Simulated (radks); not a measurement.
Mn IV, configuration [Ar] 3d4 (the NIST ground configuration). Calculated with a radial shooting solver on a logarithmic mesh with Libxc functionals: scalar-relativistic Kohn-Sham, B86b exchange with PBE correlation, spin-polarised, spherical densities, point nucleus; open shells are filled with parallel spins first. Some entries of the table are withheld. Estimate them.

orbital,occ.,eigenvalue (Ry),r(max) (bohr),<r> (bohr)
1s down,1,-475.3455,0.03986,0.06090
1s up,1,-475.3440,0.03986,0.06090
2s up,1,-57.44201,0.2325,0.2796
2s down,1,-57.29885,0.2323,0.2791
2p up,3,-49.06018,0.1884,(1)
2p down,3,-48.95135,0.1882,(2)
3s up,1,-9.08598,0.7337,0.8429
3s down,1,-8.73679,0.7345,0.8459
3p up,3,-6.76537,0.7478,0.8871
3p down,3,-6.42305,0.7493,0.8926
3d up,4,-3.15122,0.7382,1.033
3d down,0,-2.82677,0.7461,1.063

Answer. 
(1) 2p up <r> (bohr): 0.2473
(2) 2p down <r> (bohr): 0.2468
